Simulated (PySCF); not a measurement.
# Frontier orbitals and the lowest excitations

Compound: C5H9NOSi.
SMILES with atom numbers: `[CH3:1][CH2:2][C@H:3]([C:4]#[N:5])[C:6](=[O:7])[SiH3:8]` (hydrogens: H9, H10, H11 on C1; H12, H13 on C2; H14 on C3; H15, H16, H17 on Si8)

Structure used (GFN2-xTB), in Å, numbered top down from 1:
```
atom  x, y, z in Å
C1    -2.3503    0.2778    0.1706
C2    -0.9055    0.5356   -0.2402
C3    -0.1198   -0.7769   -0.3862
C4    -0.0575   -1.4814    0.8675
N5     0.0070   -2.0412    1.8628
C6     1.3221   -0.5117   -0.8412
O7     1.7555   -1.0577   -1.8255
Si8    2.4197    0.6972    0.1815
H9    -2.8555   -0.3445   -0.5653
H10   -2.3879   -0.2284    1.1330
H11   -2.8908    1.2177    0.2529
H12   -0.4170    1.1654    0.5073
H13   -0.8790    1.0606   -1.1977
H14   -0.6077   -1.4306   -1.1215
H15    2.0717    2.0460   -0.2704
H16    3.8029    0.3661   -0.1290
H17    2.0851    0.5181    1.5915
```

The calculation used TDDFT B3LYP/def2-SVPD, vertical, gas phase, core orbitals frozen in the response (PySCF).

Kohn–Sham orbitals with the atoms that hold most of them (Löwdin shares over 4%, at most four atoms; ? is withheld):

```
orbital  ε (eV)                             atoms
 LUMO+2    0.03  Si8 37%, H15 10%, H16 9%, H17 8%
 LUMO+1   -0.16   Si8 12%, N5 12%, C4 11%, C2 10%
   LUMO   -2.13     C6 37%, O7 32%, Si8 8%, C3 5%
   HOMO   -7.25                                 ?
 HOMO-1   -9.43                                 ?
 HOMO-2   -9.77             N5 43%, C4 34%, C3 4%
 HOMO-3  -10.11  Si8 24%, H16 15%, H15 14%, C2 8%
```

Q: Give the leading atoms of the HOMO-1.

A: N5 (bonded to C) 40%; C4 (bonded to C and N) 28%; C3 (bonded to 3 C and H) 10%; C2 (bonded to 2 C and 2 H) 8%. By element: carbon 46% or more, nitrogen 40%.

Q: Which atoms hold the HOMO, and with what shares?

A: O7 (bonded to C) 50%; C6 (bonded to C, O and Si) 16%; Si8 (bonded to C and 3 H) 11%; C3 (bonded to 3 C and H) 11%. By element: oxygen 50%, carbon 27% or more, silicon 11%.

Q: The HOMO–LUMO gap is 5.12 eV. Where does the response calculation put the lowest singlet, and from which orbitals?

A: S1 is at 3.46 eV (f = 0.0001), 1.67 eV below the gap, made of HOMO→LUMO (98%). 

Q: Give energy, strength and leading configuration of S1, S2, S3 and S6, and follow the Löwdin shares of the leading atoms from the occupied to the empty orbital.

A: 
- S1 (3.46 eV, f 0.0001), HOMO→LUMO (98%): O7 50% → 32%, C6 16% → 37%; low, almost dark, from the terminal oxygen into the C=O bond, the pattern of n→π*
- S2 (6.20 eV, f 0.0006), HOMO→LUMO+1 (90%): O7 50% → at most 11%, C6 16% → at most 11%, Si8 11% → 12%, N5 at most 11% → 12%
- S3 (6.26 eV, f 0.0031), HOMO-1→LUMO (94%): N5 40% → at most 6%, C4 28% → at most 6%, C6 at most 8% → 37%, O7 at most 8% → 32%
- S6 (6.69 eV, f 0.029), HOMO-2→LUMO (91%): N5 43% → at most 6%, C4 34% → at most 6%, C6 at most 4% → 37%, O7 at most 4% → 32%

Löwdin shares depend on the basis, the more so with diffuse functions.

Time: 93 s; peak memory 0.98 GiB. Hardware: an AMD EPYC with one thread, no GPU, shared host with 64 logical CPUs at a one-minute load of 55.

One conformer stands for the species.
